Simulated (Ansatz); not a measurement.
Bi₃S₃⁺, relaxed as a singlet with RKS PBE-D4/def2-SVP in Ansatz, starting from the GFN1-xTB geometry. Force threshold 0.02 eV/Å.

In the def2 sets Bi takes a core potential; there is no spin–orbit coupling. The restricted singlet is unstable towards broken spin symmetry in Hartree–Fock (as tested in another run); at PBE-D4/def2-SVP this wasn't settled. Another isomer (singlet) lies 0.28 eV lower at PBE0-D4/def2-TZVP; other spin states weren't run for this one.

Start:

```xyz
6

Bi   -2.0523    0.3299   -1.4771
Bi    2.3214   -0.1422   -1.0482
Bi   -0.2715   -0.1998    2.5311
S    -2.0689    0.3509    0.9681
S     1.8295   -0.4962    1.3219
S     0.2418    0.1574   -2.2958
```

```json
{"step": "1", "energy (eV)": "-50003.4205", "largest force component (eV/Å)": "1.371", "SCF passes": "57"}
{"step": "2", "energy (eV)": "-50003.7831", "largest force component (eV/Å)": "0.343", "SCF passes": "35"}
{"step": "3", "energy (eV)": "-50003.8200", "largest force component (eV/Å)": "0.291", "SCF passes": "26"}
{"step": "4", "energy (eV)": "-50003.8973", "largest force component (eV/Å)": "0.362", "SCF passes": "26"}
{"step": "5", "energy (eV)": "-50004.0395", "largest force component (eV/Å)": "0.463", "SCF passes": "30"}
{"step": "6", "energy (eV)": "-50004.2157", "largest force component (eV/Å)": "0.951", "SCF passes": "30"}
{"step": "7", "energy (eV)": "-50004.5092", "largest force component (eV/Å)": "1.421", "SCF passes": "28"}
{"step": "8", "energy (eV)": "-50004.8999", "largest force component (eV/Å)": "1.540", "SCF passes": "28"}
{"step": "9", "energy (eV)": "-50005.2352", "largest force component (eV/Å)": "0.427", "SCF passes": "28"}
{"step": "10", "energy (eV)": "-50005.3164", "largest force component (eV/Å)": "0.173", "SCF passes": "27"}
{"step": "11 (rejected)", "energy (eV)": "-50005.2796", "largest force component (eV/Å)": "0.412", "SCF passes": "29"}
{"step": "12", "energy (eV)": "-50005.3294", "largest force component (eV/Å)": "0.074", "SCF passes": "22"}
{"step": "13 (rejected)", "energy (eV)": "-50005.3262", "largest force component (eV/Å)": "0.169", "SCF passes": "21"}
{"step": "14", "energy (eV)": "-50005.3313", "largest force component (eV/Å)": "0.015", "SCF passes": "21"}
```

Force components are those of the run's own axes.

End:

```xyz
6

Bi   -1.950   -0.405   -0.891
Bi    2.235    0.466   -0.919
Bi   -0.719   -0.834    1.882
S    -1.613    1.358    0.925
S     1.818   -0.569    1.293
S     0.229   -0.015   -2.290
```

By distances, no bond broke or formed, bridged metal pairs apart. The bond that changes most is Bi1–S6, from 2.44 to 2.62 Å (atoms count from 1). Metal–metal contacts that move far: Bi1–Bi3 4.42 to 3.06 Å.

No frequencies were taken in this run, so the end may be a saddle point.

It took 37 s on 4 threads of Arm Neoverse N1 on a shared host.
